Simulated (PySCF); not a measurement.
C₇H₆N₂S.
Atom-mapped SMILES: `[N:1]#[C:2][c:3]1[cH:4][cH:5][cH:6][c:7]([SH:8])[c:9]1[NH2:10]`

Probes without a nucleus sit at each ring's centroid and 1 Å off its mean plane on both sides; NICS is minus the shielding there, NICSzz its component along the normal. Level: GIAO PBE0/pcSseg-1 (PySCF, non-relativistic, gas phase) on the GFN2-xTB geometry, one conformer.

Ring bond lengths (Å), with Mayer bond orders in brackets: C3–C4 1.395 (1.40), C4–C5 1.379 (1.46), C5–C6 1.388 (1.41), C6–C7 1.381 (1.46), C7–C9 1.403 (1.18), C9–C3 1.409 (1.23).

Problem. Give the NICS values of each ring in ppm.

Solution. 
```csv
ring,type,NICS(0),"NICS(1), two faces","NICS(1)zz, two faces",rms pucker (Å),"centre to ring atoms, mean (Å)"
C3–C4–C5–C6–C7–C9,6-membered carbocycle; formal bonds all aromatic,-8.2,-9.9 / -9.8,-22.2 / -22.2,0.01,1.39
```

Problem. What do they say, and how far can they be read as aromaticity?

Solution. 
- C3–C4–C5–C6–C7–C9: mean NICS(1)zz -22.2 ppm, shielded. The ring is flat and has no four-coordinate atom; by the NICS criterion it is aromatic.

Problem. How equal are the bonds by HOMA? HOMA takes Krygowski's 1993 parameters.

Solution. 
- C3–C4–C5–C6–C7–C9: HOMA 0.96 = 1 − EN − GEO, with mean bond length 1.393 Å, EN = α(Ropt − mean)² = 0.005 and GEO = α × variance = 0.031. The geometric and the magnetic index point the same way.

Problem. What field does 11.7 T along the ring normal induce along that normal at the first NICS(1) probe listed for ring C3–C4–C5–C6–C7–C9, 1 Å off the ring?

Solution. NICSzz × B0 = -22.2 ppm × 11.7 T = -260 μT, against the applied field.

Problem. What are the shieldings of the ring atoms and their hydrogens in the same run (means over atoms taken as equivalent)?

Solution. 
| atoms | environment | σ isotropic (ppm) | principal values of the symmetric part, first atom (ppm) |
| --- | --- | --- | --- |
| C3 | substituted aromatic carbon | 88.2 | 12.4, 91.1, 161.1 |
| C4 | aromatic CH carbon | 47.1 | -59.6, 30.3, 170.6 |
| C5 | aromatic CH carbon | 64.4 | -36.7, 52.2, 177.8 |
| C6 | aromatic CH carbon | 43.7 | -61.6, 35.1, 157.6 |
| C7 | substituted aromatic carbon | 66.6 | -11.9, 62.6, 149.2 |
| C9 | aromatic carbon bearing nitrogen | 32.2 | -54.8, -2.7, 154.0 |
| H on C4 | aromatic hydrogen | 24.05 | 20.6, 23.8, 27.7 |
| H on C5 | aromatic hydrogen | 24.75 | 21.2, 26.3, 26.7 |
| H on C6 | aromatic hydrogen | 23.82 | 19.5, 23.1, 28.9 |

Shape of the structure used: `[N:1]#[C:2][c:3]1[cH:4][cH:5][cH:6][c:7]([SH:8])[c:9]1[NH2:10]`: H–S8–C7–C6 -132°, H–N10–C9–C7 170°, H–N10–C9–C7 27°.
